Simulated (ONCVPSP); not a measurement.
# Building the ONCV potential for ruthenium (LDA (Perdew-Wang 92), scalar-relativistic).

```json
{
 "Element": "ruthenium (Ru)",
 "Generator": "ONCVPSP 4.0.1",
 "Type": "optimised norm-conserving Vanderbilt (ONCV)",
 "Functional": "LDA (Perdew-Wang 92)",
 "Relativity": "scalar-relativistic",
 "Frozen core": "[Ar] 3d10",
 "Valence charge": "16",
 "Reference configuration": "4s2 4p6 4d7 5s0.75 5p0.25",
 "Partial waves": "4s+5s: rc 1.95 bohr, ncon 3, nbas 6, qcut 6.5 1/bohr, 2 projectors; 4p+5p: rc 1.55 bohr, ncon 3, nbas 6, qcut 8.7 1/bohr, 2 projectors; 4d: rc 2.15 bohr, ncon 5, nbas 9, qcut 7.8 1/bohr, 2 projectors, debl 1 Ha",
 "Local potential": "polynomial inside 1.40 bohr (lpopt 3, dvloc0 3 Ha)",
 "Core correction": "Teter function, fcfact 4.75, rcfact 1.05"
}
```

Poles of the logarithmic derivatives, all-electron (AE) and pseudo (PS). s: poles at -2.7, 3.6 (AE) and -2.7, 3.4 (PS) Ha. p: poles at -0.8 (AE) and -0.8 (PS) Ha. d: poles at 0.2, 4.6 (AE) and 0.2, 4.6 (PS) Ha. Test radii: s 1.98, p 1.57, d 2.19 bohr.

- Cutoffs needed: 21 Ha and 28 Ha (the cutoffs (Ha) at which the residual kinetic energy of the hardest occupied pseudo-wave falls to 1 and 0.1 mHa per electron)
- Ghost test: no bound ghost flagged; no localised positive-energy state flagged
- Configuration tests: 1 of 4 tests not solved or not reliable
- rms error of d²Exc/dni dnj: 3.86 mHa without and 1.33 mHa with the model core
